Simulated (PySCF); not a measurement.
## Electron correlation in S(2+) (sulfur, charge +2)

[Ne] 3s2 3p2, high-spin 3P determinant. Computed with PySCF 2.14 in aug-cc-pVDZ-DK (5s4p2d, 27 functions), with the spin-free X2C one-electron Hamiltonian (Gaussian nucleus). Frozen: [Ne]; 4 electrons correlated.

MP2 pair energies summed by pair of shells (mhartree):

```json
{"pair": "3s-3p", "energy": "-32.26", "share (%)": "60.8"}
{"pair": "3s-3s", "energy": "-15.24", "share (%)": "28.7"}
{"pair": "3p-3p", "energy": "-5.54", "share (%)": "10.4"}
```

Total MP2 correlation energy: -53.04 mhartree.

Same-spin part -8.40 and opposite-spin part -44.64 mhartree; SCS-MP2 scales them by 1/3 and 6/5 to -56.37 mhartree.

| level | correlation energy (mhartree) |
| --- | --- |
| CCSD | -74.45 |
| (T) | -0.89 |
| CCSD(T) | -75.34 |

Diagnostics: T1 = 0.0072, D1 = 0.0195, largest double amplitude 0.106.

Cost of the coupled-cluster step: 0.12 s of wall time on 1 thread of Neoverse-V2 (shared host), for 4 correlated electrons.
